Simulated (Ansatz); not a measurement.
Relaxation of a periodic cell of 17 atoms, LiSi₁₆ (host Si, host structure diamond, interstitial Li), cell charge +1, to a largest force component of 0.03 eV/Å in at most 60 steps.

Method: DFT PBE, scalar-relativistic, plane waves, PAW in Ansatz 0.2.0. Settings: PAW set soft_1, cutoff 420 eV, k mesh 2x2x2, gaussian smearing 0.05 eV, no spin polarisation.

```xyz
17
Lattice="0.0000 5.4300 5.4300 5.4300 0.0000 5.4300 5.4300 5.4300 0.0000" Properties=species:S:1:pos:R:3
Si 0.000 0.000 0.000
Si 1.357 1.357 1.357
Si 2.715 2.715 0.000
Si 4.072 4.072 1.357
Si 2.715 0.000 2.715
Si 4.072 1.357 4.072
Si 5.430 2.715 2.715
Si 6.787 4.072 4.072
Si 0.000 2.715 2.715
Si 1.357 4.072 4.072
Si 2.715 5.430 2.715
Si 4.072 6.787 4.072
Si 2.715 2.715 5.430
Si 4.072 4.072 6.787
Si 5.430 5.430 5.430
Si 6.787 6.787 6.787
Li 2.705 8.165 8.103
```

**Question.** Where does it end, and by what steps?

**Answer.** It converged. Limits of this set-up: charged cell in a uniform background, uncorrected. After 3 steps the energy has fallen by 0.115 eV; Si4 moved furthest, 0.05 Å.

| step | energy less start (eV) | largest force component (eV/Å) | accepted |
| --- | --- | --- | --- |
| 0 | 0.0000 | 0.612 | yes |
| 1 | -0.1112 | 0.093 | yes |
| 2 | -0.1150 | 0.032 | yes |
| 3 | -0.1153 | 0.001 | yes |

```xyz
17
Lattice="0.0000 5.4300 5.4300 5.4300 0.0000 5.4300 5.4300 5.4300 0.0000" Properties=species:S:1:pos:R:3
Si -0.001 0.001 -0.003
Si 1.332 1.334 1.330
Si 2.714 2.716 -0.024
Si 4.097 4.099 1.330
Si 2.714 -0.020 2.713
Si 4.096 1.334 4.095
Si 5.451 2.716 2.712
Si 6.778 4.082 4.079
Si -0.022 2.716 2.713
Si 1.332 4.098 4.095
Si 2.715 5.453 2.713
Si 4.081 6.780 4.079
Si 2.714 2.716 5.449
Si 4.081 4.082 6.776
Si 5.429 5.431 5.428
Si 6.778 6.780 6.776
Li 2.714 8.146 8.142
```

The run took 11 s on 1 thread of Intel(R) Xeon(R) 6975P-C (Granite Rapids), on a shared host, peak memory 0.59 GiB.
